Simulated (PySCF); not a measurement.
# Correlation energy of F (fluorine, neutral)

[He] 2s2 2p5, 2P determinant. Calculation: PySCF 2.14, in aug-cc-pVDZ (4s3p2d, 23 functions); no relativity, point nucleus. Frozen: 1s2; 7 electrons correlated.

```tsv
level	correlation energy (mhartree)
CCSD	-166.66
(T)	-2.32
CCSD(T)	-168.98
CCSDT	-169.20
```

Diagnostics: T1 = 0.0098, D1 = 0.0160, largest double amplitude 0.038.

Cost of the coupled-cluster step: about 0.22 core-seconds, for 7 correlated electrons.

Iterations:

```
CC2 = 0
CCSD nocc = (np.int64(4), np.int64(3)), nmo = (22, 22)
frozen orbitals [[0], [0]]
max_cycle = 100
direct = 0
conv_tol = 1e-08
conv_tol_normt = 1e-06
diis_space = 8
diis_start_cycle = 0
Init t2, MP2 energy = -0.154607274185433
Init E_corr(UCCSD) = -0.154607274186203
cycle = 1  E_corr(UCCSD) = -0.163260430428299  dE = -0.00865315624  norm(t1,t2) = 0.0349874
cycle = 2  E_corr(UCCSD) = -0.165740671841484  dE = -0.00248024141  norm(t1,t2) = 0.00919756
cycle = 3  E_corr(UCCSD) = -0.166339377777323  dE = -0.000598705936  norm(t1,t2) = 0.00500182
cycle = 4  E_corr(UCCSD) = -0.166683410926299  dE = -0.000344033149  norm(t1,t2) = 0.00203221
cycle = 5  E_corr(UCCSD) = -0.16663921411222  dE = 4.41968141e-05  norm(t1,t2) = 0.000810442
cycle = 6  E_corr(UCCSD) = -0.166654977480733  dE = -1.57633685e-05  norm(t1,t2) = 0.000168697
cycle = 7  E_corr(UCCSD) = -0.166657738612597  dE = -2.76113186e-06  norm(t1,t2) = 4.17405e-05
cycle = 8  E_corr(UCCSD) = -0.166657188731236  dE = 5.49881361e-07  norm(t1,t2) = 1.08631e-05
cycle = 9  E_corr(UCCSD) = -0.166657117473524  dE = 7.12577119e-08  norm(t1,t2) = 3.10609e-06
cycle = 10  E_corr(UCCSD) = -0.166657115108067  dE = 2.36545675e-09  norm(t1,t2) = 8.5601e-07
UCCSD converged
E(UCCSD) = -99.54774890806401  E_corr = -0.1666571151080672
UCCSD(T) correction = -0.00232054823514005
```
